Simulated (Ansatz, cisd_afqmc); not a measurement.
Species: B, charge 0, doublet.

Total energies in cc-pVQZ-DK, 3 correlated electrons, 1 frozen orbitals. Open shells are spin-unrestricted; no spin-orbit coupling. The -DK rows use spin-free X2C. AFQMC/CISD: phaseless, guided by CISD from CCSD amplitudes; bars are statistical, one sigma. Outlying blocks are dropped, and bars are widened where a walk drifts. Over all cases where full CI ran beside it in this data, AFQMC minus full CI had a median of +0.1 mEh and passed +0.4 mEh in a tenth of the cases. Full CI freezes restricted core orbitals and the other rows unrestricted ones, which leaves a small offset even where coupled cluster is exact.

```tsv
method	program	energy (Eh)	error against FCI (mEh)
HF	Ansatz	-24.53971	68.24
MP2	Ansatz	-24.58674	21.22
CCSD	Ansatz	-24.60613	1.83
CCSD(T)	Ansatz	-24.60758	0.38
CCSDT	Ansatz	-24.60799	-0.03
AFQMC/CISD	cisd_afqmc	-24.6078 ± 0.0001	0.2 ± 0.1
FCI	Ansatz	-24.60796	0.00
```

Ansatz is a first-principles code.
